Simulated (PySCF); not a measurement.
Start geometry of `O=C=PC[SiH3]` from GFN2-xTB (Å):
```
atom  x, y, z in Å
O1     2.9648   -0.4577    0.7367
C2     2.1770    0.1585    0.0818
P3     1.2682    1.0738   -0.9517
C4    -0.3376    0.9330   -0.0817
Si5   -1.0576   -0.8597   -0.0466
H6    -1.0375    1.5885   -0.6501
H7    -0.2677    1.3561    0.9198
H8    -1.0927   -1.3637   -1.4076
H9    -0.1698   -1.6612    0.8153
H10   -2.3966   -0.7885    0.5631
```

Question: What comes out of this run: PySCF 2.14.0, PBE0-D3(BJ)/def2-SVP geometry optimisation, gas phase?

Answer: 
```
atom  x, y, z in Å
O1     2.9332   -0.4922    0.6739
C2     2.2034    0.1439    0.0423
P3     1.2808    1.1290   -0.9632
C4    -0.3655    0.9454   -0.0654
Si5   -1.0280   -0.8216   -0.0087
H6    -1.0534    1.5656   -0.6637
H7    -0.3250    1.4000    0.9367
H8    -1.1456   -1.3581   -1.3963
H9    -0.0796   -1.6747    0.7698
H10   -2.3696   -0.8582    0.6535
```

The energy falls by 3.9 kcal/mol over 11 energy and gradient evaluations, the largest force component goes from 0.0582 to 2.3e-04 Eh/bohr, and the atoms move by 0.059 Å rms after alignment. The bond that changes most is P3–C4 (ends: phosphorus bonded to 2 C; sp3 carbon bound to silicon), which lengthens by 0.052 Å. Bonds longer at the end by more than 0.005 Å: 6 of 9; shorter: 3. Among the angles that change most is H8–Si5–H10, from 112.5° to 109.4°. Rotational constants go from 4716, 1959, 1498 to 4607, 1996, 1504 MHz. The orientation of the end geometry is arbitrary; only internal coordinates are fixed.

The run used 103 basis functions and 77 SCF cycles in all. The run took 39 s wall on Arm Neoverse V1, one thread, no GPU, on a shared host, and the process peaked at 0.43 GiB of memory.

Stationary, but not proved a minimum. The numbers are those of one conformer.
